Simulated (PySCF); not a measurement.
PySCF 2.14 output of an unrestricted MN15 calculation on a single atom or ion in aug-cc-pVDZ-DK, with scalar relativity by spin-free X2C-1e:

```
SCF conv_tol = 1e-09
number electrons alpha = 16  beta = 15
    H. S. Yu, X. He, S. L. Li, and D. G. Truhlar.,  Chem. Sci. 7, 5032-5051 (2016)
    H. S. Yu, X. He, S. L. Li, and D. G. Truhlar.,  Chem. Sci. 7, 5032-5051 (2016)
cycle= 1 E= -1944.84648374424  delta_E= 0.021  |g|= 0.117  |ddm|= 6.08
cycle= 2 E= -1944.87956476101  delta_E= -0.0331  |g|= 0.0317  |ddm|= 4.62
cycle= 3 E= -1944.88099219019  delta_E= -0.00143  |g|= 0.0113  |ddm|= 1.07
cycle= 4 E= -1944.88108353296  delta_E= -9.13e-05  |g|= 0.00227  |ddm|= 0.117
cycle= 5 E= -1944.88108922355  delta_E= -5.69e-06  |g|= 0.00107  |ddm|= 0.071
cycle= 6 E= -1944.88108952631  delta_E= -3.03e-07  |g|= 0.000847  |ddm|= 0.0532
cycle= 7 E= -1944.88109072744  delta_E= -1.2e-06  |g|= 0.000297  |ddm|= 0.0378
cycle= 8 E= -1944.88109089959  delta_E= -1.72e-07  |g|= 1.29e-06  |ddm|= 0.01
cycle= 9 E= -1944.88109089959  delta_E= 3.87e-12  |g|= 1.79e-06  |ddm|= 0.00012
converged SCF energy = -1944.88109089959  <S^2> = 0.75024933  2S+1 = 2.0002493
```

The run itself started from symmetry-adapted Hartree-Fock orbitals and held the occupation by maximum overlap, on a logarithmic radial grid, so the iterations belong to that start.

Problem. Which element, charge and spin multiplicity is this?

Solution. Ga (gallium, neutral), multiplicity 2; the state was [Ar] 3d10 4s2 5s1, 2S determinant (an excited configuration).

The outer electron is Rydberg-like, and this basis confines it to a smaller radius and binds it less than a complete one would.
